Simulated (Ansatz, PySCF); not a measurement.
This singlet lies 1.94 eV below the relaxed triplet at the level B3LYP/cc-pVTZ // PBE0-D3(BJ)/def2-TZVP (Ansatz, a quantum-chemistry and plane-wave program).

C2H3NSi, SMILES `C#C[Si]N` (lower singlet) (charge 0, multiplicity 1)

The numbers are results of PBE-D3(BJ)/def2-TZVP // PBE0-D3(BJ)/def2-TZVP run with PySCF 2.14.0, not measurements.

| Item | Value |
|---|---|
| HOMO | -5.57 eV |
| dipole moment | 2.04 D |
| HOMO–LUMO gap | 3.01 eV |
| LUMO | -2.56 eV |
| total energy | -421.9473 Ha |
| cost | roughly 28 core-seconds |

```xyz
7

C      2.1271     0.0807     0.1151
C      0.9947    -0.2362    -0.1754
Si    -0.6167    -0.9066    -0.8123
N     -1.6399     0.0330     0.1763
H      3.1197     0.3675     0.3792
H     -2.6426    -0.0505     0.1208
H     -1.3423     0.7122     0.8599
```
Charge 0, spin multiplicity 1.
